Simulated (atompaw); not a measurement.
**Before and after: PAW (atompaw) potential for Ca (Z = 20)**

calcium, PAW, made with atompaw 4.2.0.5 (LDA (PW92), scalar-relativistic). Core [Ne] 3s2, reference 3p6 3d0 4s0 4p0 (charge +2). Waves: 4s (bound, empty): rc 3.00 bohr; 4s channel at -0.3 Ry: rc 3.00 bohr; 3p (bound): rc 2.10 bohr; 4p (bound, empty): rc 1.90 bohr; 3d (bound, empty): rc 2.90 bohr; 3d channel at -0.8 Ry: rc 2.90 bohr. Local part: vpsmatchnc scheme with l = 3 at 1 Ry, radius 2.25 bohr. Core correction: smooth core density matched at 2.75 bohr. Augmentation charge: besselshape compensation charge, radius 2.60 bohr; PAW radius 3.00 bohr; waves and projectors: custom polynom vanderbiltortho.

All-electron outer shells of the reference configuration (LDA (PW92), scalar-relativistic, ld1.x):

```csv
shell,level (eV),outermost node (bohr),outermost maximum (bohr)
3s,-62.07,0.45,0.99
3p,-43.12,0.42,1.04
3d,-16.12,–,1.21
4s,-14.40,1.40,2.83
4p,-10.49,1.55,3.33
```

Change: all radii scaled by about 0.93 (s 2.80, p 1.96, d 2.70 bohr); local potential vpsmatchnc scheme with l = 3 at 1 Ry, radius 2.10 bohr; augmentation besselshape compensation charge, radius 2.42 bohr; PAW radius 2.80 bohr; waves and projectors: custom polynom vanderbiltortho; core correction smooth core density matched at 2.56 bohr.

Cutoffs: the cutoffs (Ry, on a coarse ladder) from which the occupation-weighted sum of valence levels, in a spherical-Bessel basis at the reference potential, stays within 10 and 1 mRy of its value at 400 Ry; they do not see the model core or the augmentation charge, which bear on the density cutoff.

Problem. What does the change do?

Solution. The potential gets harder (18 Ry and 30 Ry → 30 Ry and 35 Ry); both files keep a bound ghost (p, s). A smaller radius makes the pseudo-wave follow the all-electron one further in, where it bends more sharply, so more plane waves are needed.

| quantity | base | changed |
| --- | --- | --- |
| cutoff, loose | 18 Ry | 30 Ry |
| cutoff, tight | 30 Ry | 35 Ry |
| bound ghosts | s, p | s, p |
| lowest overlap eigenvalue by channel | s 0.10, p 1.00, d 0.93 | s 0.24, p 1.00, d 0.93 |

 A true bound ghost makes a file unfit for plane-wave use even where its test errors are small: the radial tests pick states by their node count and pass the ghost by. The cutoffs see the waves, projectors and local potential, not the compensation charge or the core.
